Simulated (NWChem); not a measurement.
Program: NWChem. System: tert-butanol (C4H10O), charge 0, spin multiplicity 1, at a geometry optimised with B3LYP/def2-SVP. Level: PBE/def2-SVP.

NWChem printed:

```
             Northwest Computational Chemistry Package (NWChem) 7.3.0
             --------------------------------------------------------

                                NWChem Input Module
                                -------------------

 Scaling coordinates for geometry "geometry" by  1.889725989
 (inverse scale =  0.529177249)

 Turning off AUTOSYM since
 SYMMETRY directive was detected!

                             Geometry "geometry" -> ""
                             -------------------------

 Output coordinates in angstroms (scale by  1.889725989 to convert to a.u.)

  No.       Tag          Charge          X              Y              Z
 ---- ---------------- ---------- -------------- -------------- --------------
    1 C                    6.0000     0.79556400     0.31817600    -1.26442600
    2 C                    6.0000    -0.01816300     0.00370800     0.00000000
    3 C                    6.0000     0.79556400     0.31817600     1.26442600
    4 C                    6.0000    -0.48008100    -1.45493700     0.00000000
    5 O                    8.0000    -1.22183400     0.77625600     0.00000000
    6 H                    1.0000     1.71125900    -0.29188500    -1.32308600
    7 H                    1.0000     0.18971900     0.12703700    -2.16349600
    8 H                    1.0000     1.10092500     1.37880400    -1.27821000
    9 H                    1.0000     0.18971900     0.12703700     2.16349600
   10 H                    1.0000     1.71125900    -0.29188500     1.32308600
   11 H                    1.0000     1.10092500     1.37880400     1.27821000
   12 H                    1.0000     0.37813600    -2.14429600     0.00000000
   13 H                    1.0000    -1.09510300    -1.65754300    -0.89014600
   14 H                    1.0000    -1.09510300    -1.65754300     0.89014600
   15 H                    1.0000    -0.97436200     1.71068500     0.00000000

 Effective nuclear repulsion energy (a.u.)     198.8061398076

            Nuclear Dipole moment (a.u.)
            ----------------------------
        X                 Y               Z
 ---------------- ---------------- ----------------
     0.0000113384     0.0000018897    -0.0000000000

      Symmetry information
      --------------------

 Group name             Cs
 Group number              2
 Group order               2
 No. of unique centers    10

      Symmetry unique atoms

     1    2    4    5    6    7    8   12   13   15


 Summary of "ao basis" -> "" (spherical)
 ------------------------------------------------------------------------------
       Tag                 Description            Shells   Functions and Types
 ---------------- ------------------------------  ------  ---------------------
 *                          def2-svp                  on all atoms

  pbe96 is a nonlocal functional; adding pw91lda local functional.

                                 NWChem DFT Module
                                 -----------------

 Summary of "ao basis" -> "ao basis" (spherical)
 ------------------------------------------------------------------------------
       Tag                 Description            Shells   Functions and Types
 ---------------- ------------------------------  ------  ---------------------
 C                          def2-svp                 6       14   3s2p1d
 O                          def2-svp                 6       14   3s2p1d
 H                          def2-svp                 3        5   2s1p

 Summary of "ao basis" -> "ao basis" (spherical)
 ------------------------------------------------------------------------------
       Tag                 Description            Shells   Functions and Types
 ---------------- ------------------------------  ------  ---------------------
 C                          def2-svp                 6       14   3s2p1d
 O                          def2-svp                 6       14   3s2p1d
 H                          def2-svp                 3        5   2s1p

      Symmetry analysis of basis
      --------------------------

        a'         72
        a"         48

            General Information
            -------------------
          SCF calculation type: DFT
[...]
    11 a'         12 a'         13 a"         14 a'         15 a"
    16 a'         17 a'         18 a"         19 a"         20 a'
    21 a"         22 a'         23 a'         24 a'         25 a"
    26 a'         27 a"         28 a'         29 a'         30 a"
    31 a'

------------------------------------------------------------
EAF file 0: "./mol.aoints.0" size=524288 bytes
------------------------------------------------------------
               write      read    awrite     aread      wait
               -----      ----    ------     -----      ----
     calls:        1         0         0         0         0
   data(b): 5.24e+05  0.00e+00  0.00e+00  0.00e+00
   time(s): 0.00e+00  0.00e+00  0.00e+00  0.00e+00  0.00e+00
rate(mb/s): 0.00e+00  0.00e+00
------------------------------------------------------------

   convergence    iter        energy       DeltaE   RMS-Dens  Diis-err    time
 ---------------- ----- ----------------- --------- --------- ---------  ------
 d= 0,ls=0.0,diis     1   -233.1154055447 -4.32D+02  1.35D-02  6.73D-01     3.6
 d= 0,ls=0.0,diis     2   -233.0793695849  3.60D-02  8.21D-03  1.13D+00     4.5
 d= 0,ls=0.0,diis     3   -233.1802240298 -1.01D-01  1.83D-03  9.86D-02     5.4
 d= 0,ls=0.0,diis     4   -233.1886926115 -8.47D-03  5.48D-04  6.23D-03     6.4
 d= 0,ls=0.0,diis     5   -233.1893520799 -6.59D-04  1.65D-04  5.41D-04     7.3
  Resetting Diis
 d= 0,ls=0.0,diis     6   -233.1894196668 -6.76D-05  2.79D-05  6.04D-06     8.1
 d= 0,ls=0.0,diis     7   -233.1894202989 -6.32D-07  1.76D-05  1.01D-06     8.9
 d= 0,ls=0.0,diis     8   -233.1894201408  1.58D-07  1.07D-05  2.25D-06     9.6
 d= 0,ls=0.0,diis     9   -233.1894204287 -2.88D-07  1.25D-06  2.20D-08    10.4

         Total DFT energy =     -233.189420428741
      One electron energy =     -709.225887329222
           Coulomb energy =      310.900248801731
    Exchange-Corr. energy =      -33.669921708897
 Nuclear repulsion energy =      198.806139807647

 Numeric. integr. density =       42.000008237661

     Total iterative time =      9.8s

                  Occupations of the irreducible representations
                  ----------------------------------------------

                     irrep           alpha         beta
                     --------     --------     --------
                     a'               14.0         14.0
                     a"                7.0          7.0

                       DFT Final Molecular Orbital Analysis
                       ------------------------------------

 Vector   19  Occ=2.000000D+00  E=-2.998312D-01  Symmetry=a"
              MO Center=  2.8D-02, -2.4D-01, -4.1D-15, r^2= 3.6D+00
   Bfn.  Coefficient  Atom+Function         Bfn.  Coefficient  Atom+Function
  ----- ------------  ---------------      ----- ------------  ---------------
    20     -0.270737   2 C  pz                6      0.251427   1 C  pz
    34      0.251427   3 C  pz               48      0.223329   4 C  pz
    76     -0.182796   7 H  s                86      0.182796   9 H  s
    62     -0.180728   5 O  pz              106     -0.180593  13 H  s
   111      0.180593  14 H  s                 9      0.120662   1 C  pz

 Vector   20  Occ=2.000000D+00  E=-2.681572D-01  Symmetry=a'
              MO Center= -5.1D-01,  2.4D-01,  5.0D-16, r^2= 2.7D+00
   Bfn.  Coefficient  Atom+Function         Bfn.  Coefficient  Atom+Function
  ----- ------------  ---------------      ----- ------------  ---------------
    60      0.372403   5 O  px               18     -0.264589   2 C  px
    63      0.257932   5 O  px               47      0.235566   4 C  py
    59     -0.210104   5 O  s                45      0.205390   4 C  s
   116      0.183328  15 H  s                19     -0.160940   2 C  py
    61      0.153568   5 O  py                4      0.148255   1 C  px

 Vector   21  Occ=2.000000D+00  E=-2.122547D-01  Symmetry=a"
              MO Center= -7.8D-01,  6.3D-01, -1.6D-15, r^2= 1.7D+00
   Bfn.  Coefficient  Atom+Function         Bfn.  Coefficient  Atom+Function
  ----- ------------  ---------------      ----- ------------  ---------------
    62      0.579036   5 O  pz               65      0.438864   5 O  pz
    20     -0.170252   2 C  pz                3      0.162082   1 C  s
    31     -0.162082   3 C  s                 6      0.141372   1 C  pz
    34      0.141372   3 C  pz                4     -0.125629   1 C  px
    32      0.125629   3 C  px               72     -0.104931   6 H  s

 Vector   22  Occ=0.000000D+00  E= 1.961475D-02  Symmetry=a'
              MO Center=  3.8D-01,  5.9D-01, -1.2D-14, r^2= 6.9D+00
   Bfn.  Coefficient  Atom+Function         Bfn.  Coefficient  Atom+Function
  ----- ------------  ---------------      ----- ------------  ---------------
     3      0.990200   1 C  s                31      0.990200   3 C  s
    45      0.762782   4 C  s               117     -0.668718  15 H  s
    82     -0.595659   8 H  s                97     -0.595659  11 H  s
    72     -0.559527   6 H  s                92     -0.559527  10 H  s
   102     -0.548020  12 H  s                77     -0.367519   7 H  s

 Vector   23  Occ=0.000000D+00  E= 6.702772D-02  Symmetry=a'
              MO Center= -6.1D-01,  1.9D-01,  3.2D-14, r^2= 6.8D+00
   Bfn.  Coefficient  Atom+Function         Bfn.  Coefficient  Atom+Function
  ----- ------------  ---------------      ----- ------------  ---------------
    45      1.162490   4 C  s               117      0.856292  15 H  s
     3      0.814386   1 C  s                31      0.814386   3 C  s
   107     -0.743398  13 H  s               112     -0.743398  14 H  s
    77     -0.735995   7 H  s                87     -0.735995   9 H  s
    59     -0.478506   5 O  s                17     -0.445693   2 C  s

 Vector   24  Occ=0.000000D+00  E= 7.176089D-02  Symmetry=a'
              MO Center=  1.1D+00, -1.0D-02,  9.7D-17, r^2= 6.0D+00
   Bfn.  Coefficient  Atom+Function         Bfn.  Coefficient  Atom+Function
  ----- ------------  ---------------      ----- ------------  ---------------
   102      0.847095  12 H  s                72      0.826687   6 H  s
    92      0.826687  10 H  s                82     -0.788937   8 H  s
    97     -0.788937  11 H  s                 8      0.573055   1 C  py
    36      0.573055   3 C  py               50      0.365707   4 C  py
    45     -0.329795   4 C  s                49     -0.307078   4 C  px

 center of mass
 --------------
 x =  -0.08127916 y =   0.03333094 z =  -0.00000000

 moments of inertia (a.u.)
 ------------------
         395.775706168917          -9.302799146799          -0.000000000000
          -9.302799146799         392.323346620136          -0.000000000000
          -0.000000000000          -0.000000000000         386.539454698544

     Multipole analysis of the density
     ---------------------------------

     L   x y z        total         alpha         beta         nuclear
     -   - - -        -----         -----         ----         -------
     0   0 0 0     -0.000000    -21.000000    -21.000000     42.000000

     1   1 0 0      0.494389      0.247189      0.247189      0.000011
     1   0 1 0      0.224912      0.112455      0.112455      0.000002
     1   0 0 1      0.000000      0.000000      0.000000     -0.000000

     2   2 0 0    -26.663760    -71.837840    -71.837840    117.011921
     2   1 1 0     -0.162053     -5.220262     -5.220262     10.278471
     2   1 0 1     -0.000000     -0.000000     -0.000000      0.000000
     2   0 2 0    -22.350365    -75.027185    -75.027185    127.704005
     2   0 1 1      0.000000      0.000000      0.000000      0.000000
     2   0 0 2    -24.941480    -78.357201    -78.357201    131.772922

 Task  times  cpu:       10.5s     wall:       10.5s

 Total times  cpu:       10.6s     wall:       10.6s
```

Question: Write an NWChem input that would produce this output.

Answer: One answer among several that fit: 
```
start mol
memory heap 200 mb stack 900 mb global 1100 mb
geometry units angstroms nocenter noautoz
  C      0.795564     0.318176    -1.264426
  C     -0.018163     0.003708     0.000000
  C      0.795564     0.318176     1.264426
  C     -0.480081    -1.454937     0.000000
  O     -1.221834     0.776256     0.000000
  H      1.711259    -0.291885    -1.323086
  H      0.189719     0.127037    -2.163496
  H      1.100925     1.378804    -1.278210
  H      0.189719     0.127037     2.163496
  H      1.711259    -0.291885     1.323086
  H      1.100925     1.378804     1.278210
  H      0.378136    -2.144296     0.000000
  H     -1.095103    -1.657543    -0.890146
  H     -1.095103    -1.657543     0.890146
  H     -0.974362     1.710685     0.000000
  symmetry group Cs
end
basis spherical
  * library def2-svp
end
dft
  xc xpbe96 cpbe96
  semidirect memsize 60000000 filesize 0
  iterations 100
end
task dft energy
```
